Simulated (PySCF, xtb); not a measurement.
CH2FNO2Si, SMILES N#CO[Si@@H](O)F. The values are those of a single conformer.

Harmonic wavenumbers (cm⁻¹) from GFN2-xTB in xtb at its own minimum, in rising order: 53, 104, 158, 247, 251, 296, 488, 498, 616, 669, 669, 750, 841, 1005, 1262, 2470, 2528, 3630.

Question: What does B3LYP-D3(BJ)/def2-SVP (PySCF) give at its own minimum? (Estimate from the structure and the level; the computed values follow.)

Answer: 36, 98, 204, 293, 318, 365, 503, 517, 687, 751, 831, 854, 912, 1018, 1219, 2383, 2411, 3875. Paired by order, the mean absolute difference is 71 cm⁻¹ and the zero-point energies are 23.6 and 24.7 kcal/mol.
